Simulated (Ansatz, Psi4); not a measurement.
System: CHF (charge 0, singlet). SMILES: [CH]F
Coordinates optimised at B3LYP-D3(BJ)/def2-TZVP (Ansatz, a program for electronic structure):
```xyz
3

C     -0.5669     0.4516    -0.0174
F      0.5297    -0.2636     0.0165
H     -1.3661    -0.3376    -0.0445
```
Charge 0, spin multiplicity 1.

Wanted: atomisation energy, in kcal/mol. Conventions: spin-orbit terms left out; non-relativistic; dispersion terms only where a functional's name holds one; atomisation electronic, to ground-state atoms; 6-31G* and kin with 6d, 5d where marked; open shells spin-unrestricted. Ab initio and DFT rows: single points at B3LYP-D3(BJ) geometries (Ansatz).

| species | coefficient | E at wB97X-D/6-31G* (Psi4), Eh | E at PBE/def2-TZVPD (Ansatz), Eh |
|---|---|---|---|
| [CH]F (CHF) | -1 | -138.35779 | -138.31914 |
| C atom | +1 | -37.83024 | -37.79605 |
| F atom | +1 | -99.69074 | -99.67049 |
| H atom | +1 | -0.50061 | -0.49962 |

 1 Eh = 627.5095 kcal/mol.

Problem. Work the quantity out at each level.

Solution. 
- wB97X-D/6-31G*: the sum of coefficient times E is 0.33620 Eh, or 210.97 kcal/mol. Result: 211.0 kcal/mol.
- PBE/def2-TZVPD: the sum of coefficient times E is 0.35298 Eh, or 221.50 kcal/mol. Result: 221.5 kcal/mol.
